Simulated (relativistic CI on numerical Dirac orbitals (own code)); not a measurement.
**Slater and spin-orbit integrals, In XXXII**

Computed by Dirac-Coulomb-Breit CI, separate exchange-only KLI orbitals for each configuration, QED by a radiative potential, unscaled Slater integrals (own radial code, finite nucleus).

Slater integrals F^k, G^k are unscaled and averaged over j, outside the closed core [Ne]; ζ comes from projecting the Hamiltonian with its Breit term on Σ l·s of the shell.

- 3s²3p⁵3d: ζ(3p) = 258690, F^2(3p,3d) = 321830, G^1(3p,3d) = 343340, G^3(3p,3d) = 229530, ζ(3d) = 33754 cm⁻¹; <r>(3p) = 0.3093, <r^2>(3p) = 0.1104, <r>(3d) = 0.2754, <r^2>(3d) = 0.08783 (bohr units).
- 3s3p⁶3d: G^2(3s,3d) = 257530, ζ(3d) = 33991 cm⁻¹; <r>(3s) = 0.3177, <r^2>(3s) = 0.1149, <r>(3d) = 0.2757, <r^2>(3d) = 0.08802 (bohr units).
- 3s²3p⁵4s: ζ(3p) = 262750, G^1(3p,4s) = 41274 cm⁻¹; <r>(3p) = 0.3071, <r^2>(3p) = 0.1088, <r>(4s) = 0.6078, <r^2>(4s) = 0.4152 (bohr units).

Averages of the first 10 configurations, taken without configuration mixing, which lowers the lowest level and can move excited configurations by several eV; other configurations of the list can lie among them:

| Configuration | Parity | States | Average energy above the lowest level (eV) |
| --- | --- | --- | --- |
| 3s²3p⁶ | even | 1 | 0.3 |
| 3s²3p⁵3d | odd | 60 | 171.6 |
| 3s3p⁶3d | even | 20 | 321.5 |
| 3s²3p⁵4s | odd | 12 | 899.5 |
| 3s²3p⁵4p | even | 36 | 954.0 |
| 3s²3p⁵4d | odd | 60 | 1023.9 |
| 3s3p⁶4s | even | 4 | 1050.4 |
| 3p⁶3d4p | odd | 60 | 1425.3 |
| 3p⁶3d² | even | 45 | 649.7 |
| 3p⁵3d³ | odd | 720 | 819.4 |
